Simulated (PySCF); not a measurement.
**The third ionisation energy along the 4p block**

Calculated with PySCF 2.14 from differences of total energies of unrestricted determinants, without spin-orbit coupling. Values in eV. The last column holds reference values (NIST; (s) semi-empirical, (t) theoretical, else measured). Unmarked ones compare directly (S terms, centres of terms, or small fine structure); those marked * lie between the lowest fine-structure levels and include a spin-orbit shift.

```json
{"element": "Ga (aug-cc-pwCVTZ-PP with ECP10MDF, ECP)", "configurations": "[Ar] 3d10 4s1 → [Ar] 3d10", "LDA": "31.899", "PBE": "31.522", "PBE0": "31.135", "r2SCAN": "31.332", "SCS-MP2 (valence)": "n/a", "CCSD(T) (valence)": "n/a", "reference": "30.726"}
{"element": "Ge (aug-cc-pwCVTZ-PP with ECP10MDF, ECP)", "configurations": "[Ar] 3d10 4s2 → [Ar] 3d10 4s1", "LDA": "34.787", "PBE": "34.326", "PBE0": "33.973", "r2SCAN": "34.055", "SCS-MP2 (valence)": "33.164", "CCSD(T) (valence)": "33.290", "reference": "34.058"}
{"element": "As (aug-cc-pwCVTZ-PP with ECP10MDF, ECP)", "configurations": "[Ar] 3d10 4s2 4p1 → [Ar] 3d10 4s2", "LDA": "28.145", "PBE": "27.987", "PBE0": "28.043", "r2SCAN": "28.280", "SCS-MP2 (valence)": "27.752", "CCSD(T) (valence)": "27.861", "reference": "28.349 ± 0.012 *"}
{"element": "Se (aug-cc-pwCVTZ-PP with ECP10MDF, ECP)", "configurations": "[Ar] 3d10 4s2 4p2 → [Ar] 3d10 4s2 4p1", "LDA": "31.641", "PBE": "31.465", "PBE0": "31.551", "r2SCAN": "31.786", "SCS-MP2 (valence)": "31.326", "CCSD(T) (valence)": "31.460", "reference": "31.697 ± 0.019 *"}
{"element": "Br (aug-cc-pwCVTZ-PP with ECP10MDF, ECP)", "configurations": "[Ar] 3d10 4s2 4p3 → [Ar] 3d10 4s2 4p2", "LDA": "35.174", "PBE": "35.004", "PBE0": "35.138", "r2SCAN": "35.388", "SCS-MP2 (valence)": "35.009", "CCSD(T) (valence)": "35.158", "reference": "34.871 ± 0.019 *"}
{"element": "Kr (aug-cc-pwCVTZ-PP with ECP10MDF, ECP)", "configurations": "[Ar] 3d10 4s2 4p4 → [Ar] 3d10 4s2 4p3", "LDA": "35.735", "PBE": "35.445", "PBE0": "35.485", "r2SCAN": "35.588", "SCS-MP2 (valence)": "35.168", "CCSD(T) (valence)": "35.231", "reference": "35.838 ± 0.02 *"}
```

"Valence" correlates the outer s and p shells and, in groups 3 to 12 and the f block, the outer d or f shell, open or full, or the next shell where the ion has no valence electron left; the wider scheme adds the next inner shell.
